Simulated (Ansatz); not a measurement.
`[NH2][W](=[S])(=[S])[Cl]` + H₂O → `[NH2][W]([OH])(=[S])=[S]` + HCl at 400 K and 1 bar (formal hydrolysis of a W–Cl bond).

Isolated molecules relaxed with PBE0-D4/def2-TZVP in Ansatz; ΔE leaves out vibrations. CCSD(T)/CBS adds triple-zeta CCSD(T) − MP2 to the extrapolated MP2 energy (def2 sets, frozen cores). This one scheme is used for every species. Elements past krypton have def2 core potentials. For W outer-core shells are correlated without core-valence functions, which leaves a few kJ/mol of doubt a bond. One conformer a species, not always the lowest.

```tsv
species	CCSD(T)/CBS energy (Eh)	H − E (kJ/mol)	S (J/(mol·K))
`[NH2][W](=[S])(=[S])[Cl]`	-1378.37860	113.8	403.1
H₂O	-76.37941	69.8	198.6
`[NH2][W]([OH])(=[S])=[S]`	-994.36133	146.2	405.4
HCl	-460.38127	29.6	195.4
```

H − E and S are ideal-gas, rigid-rotor, harmonic terms from PBE0-D4/def2-TZVP, for one conformer and one mirror image of each species. 1 Eh = 2625.50 kJ/mol, R = 8.31446 J/(mol·K).

Question: By hand: ΔE, ΔH, ΔS and ΔG.

Answer: ΔE = (-994.36133) + (-460.38127) − (-1378.37860) − (-76.37941) = 0.01541 Eh = 40.5 kJ/mol. Δ(H − E) = 146.2 + 29.6 − 113.8 − 69.8 = -7.8, so ΔH = 32.7 kJ/mol. ΔS = 405.4 + 195.4 − 403.1 − 198.6 = -0.9 J/(mol·K). ΔG = 32.7 − 400 × (-0.9)/1000 = 33.1 kJ/mol.

Question: By hand: the equilibrium constant, and the temperature at which ΔG would vanish if ΔH and ΔS stayed fixed.

Answer: log₁₀ K = −ΔG/(RT ln 10) = -4.3. ΔH and −TΔS have one sign here, so there is no such temperature.

The number of gas molecules stays the same, so ΔS is small and ΔH decides. A doubt of 5 kJ/mol in ΔE shifts log₁₀ K by 0.7 here. Other conformers and mirror images would add mixing entropy, several J/(mol·K) or more a flexible species. These are equilibria of isolated gas molecules and say nothing of rates. Largest T1 diagnostic: 0.022 (customary marks: 0.02 for closed shells, 0.045 for open ones).

ΔS is within the doubt of such terms, so its sign, and with it that verdict, could turn.
